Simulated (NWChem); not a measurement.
System: C$_{4}$H$_{7}$Cl; SMILES CCC(Cl)=C

Excerpt of the output:

```
             Northwest Computational Chemistry Package (NWChem) 7.3.0
             --------------------------------------------------------

                             Geometry "geometry" -> ""
                             -------------------------

 Output coordinates in angstroms (scale by  1.889725989 to convert to a.u.)

  No.       Tag          Charge          X              Y              Z
 ---- ---------------- ---------- -------------- -------------- --------------
    1 C                    6.0000    -1.81023400     0.54272200    -0.21061600
    2 C                    6.0000    -0.56843600     0.17349200     0.09630200
    3 Cl                  17.0000     0.74737800     1.35607700    -0.05064100
    4 C                    6.0000    -0.13082700    -1.18645800     0.56948800
    5 C                    6.0000     0.77700000    -1.93245900    -0.42197600
    6 H                    1.0000    -2.05486100     1.54253300    -0.55074300
    7 H                    1.0000    -2.62120600    -0.17447600    -0.12015700
    8 H                    1.0000    -1.03669300    -1.77503000     0.75940900
    9 H                    1.0000     0.38864000    -1.07919800     1.53079200
   10 H                    1.0000     1.69689600    -1.37185500    -0.61407600
   11 H                    1.0000     1.05396300    -2.91227000    -0.01817700
   12 H                    1.0000     0.26674900    -2.08750500    -1.37870200

 Effective nuclear repulsion energy (a.u.)     213.6321401062

                              NWChem Property Module
                              ----------------------

  itol2e modified to match energy
  convergence criterion.

                                 NWChem DFT Module
                                 -----------------

 Summary of "ao basis" -> "ao basis" (spherical)
 ------------------------------------------------------------------------------
       Tag                 Description            Shells   Functions and Types
 ---------------- ------------------------------  ------  ---------------------
 C                           6-31g*                  6       14   3s2p1d
 Cl                          6-31g*                  8       18   4s3p1d
 H                           6-31g*                  2        2   2s

  itol2e modified to match energy
  convergence criterion.

[...]

          -----------------------
          Electric field gradient
          -----------------------

 1 a.u. = 0.324123 10**(16) esu/cm**3  ( or statvolts/cm**2 ) = 0.97174 10**(22) v/m**2

 ------------------------------------------------------------
   Atom      X         Y         Z
 ------------------------------------------------------------
    1 C   -3.42085   1.02560  -0.39801
 ------------------------------------------------------------

 Electric field gradient in molecular frame (a.u.)
         XX             YY             ZZ             XY             XZ             YZ
 ------------------------------------------------------------------------------------------
        0.090798       0.075646      -0.166444      -0.001768       0.043769      -0.083849

 Principal components (a.u.) and orientation
 of principal axis w.r.t. absolute frame                      Asymmetry parameter eta
 --------------------------------------------------------------------------------------
       -0.198544       0.114097       0.084447                       0.149335

       -0.141477      -0.636577       0.758125
        0.288662       0.706018       0.646693
        0.946920      -0.310334      -0.083870

 ------------------------------------------------------------
   Atom      X         Y         Z
 ------------------------------------------------------------
    2 C   -1.07419   0.32785   0.18198
 ------------------------------------------------------------

 Electric field gradient in molecular frame (a.u.)
         XX             YY             ZZ             XY             XZ             YZ
 ------------------------------------------------------------------------------------------
        0.047823      -0.019595      -0.028228      -0.315688       0.110147      -0.057293

 Principal components (a.u.) and orientation
 of principal axis w.r.t. absolute frame                      Asymmetry parameter eta
 --------------------------------------------------------------------------------------
        0.368186      -0.307125      -0.061062                       0.668312

        0.720403       0.680318      -0.134860
       -0.629486       0.723000       0.284637
        0.291148      -0.120161       0.949102

 ------------------------------------------------------------
   Atom      X         Y         Z
 ------------------------------------------------------------
    3 Cl   1.41234   2.56261  -0.09570
 ------------------------------------------------------------

 Electric field gradient in molecular frame (a.u.)
         XX             YY             ZZ             XY             XZ             YZ
 ------------------------------------------------------------------------------------------
       -1.063055      -0.558129       1.621184      -2.641700       0.338147       0.208783

 Principal components (a.u.) and orientation
 of principal axis w.r.t. absolute frame                      Asymmetry parameter eta
 --------------------------------------------------------------------------------------
       -3.494168       1.867583       1.626586                       0.068971

        0.738529      -0.654840      -0.160500
        0.669907       0.685815       0.284398
       -0.076162      -0.317556       0.945176

 ------------------------------------------------------------
   Atom      X         Y         Z
 ------------------------------------------------------------
    4 C   -0.24723  -2.24208   1.07618
 ------------------------------------------------------------

[...]
```

Level: CAM-B3LYP/6-31G* (spherical d). Structure relaxed at the B3LYP/6-31G* (spherical d) level. NWChem prints the field gradient with the sign opposite to the second derivative of the potential.

Question: Write an input that gives this output.

Answer: One answer among several that fit: the input that was run:
```
start job
memory heap 200 mb stack 900 mb global 1100 mb
geometry units angstroms noautosym nocenter noautoz
  C     -1.810234     0.542722    -0.210616
  C     -0.568436     0.173492     0.096302
  Cl     0.747378     1.356077    -0.050641
  C     -0.130827    -1.186458     0.569488
  C      0.777000    -1.932459    -0.421976
  H     -2.054861     1.542533    -0.550743
  H     -2.621206    -0.174476    -0.120157
  H     -1.036693    -1.775030     0.759409
  H      0.388640    -1.079198     1.530792
  H      1.696896    -1.371855    -0.614076
  H      1.053963    -2.912270    -0.018177
  H      0.266749    -2.087505    -1.378702
end
basis spherical
  * library 6-31g*
end
dft
  xc xcamb88 1.00 lyp 0.81 vwn_5 0.19 hfexch 1.00
  cam 0.33 cam_alpha 0.19 cam_beta 0.46
  iterations 150
end
property
  efieldgrad
end
task dft property
```
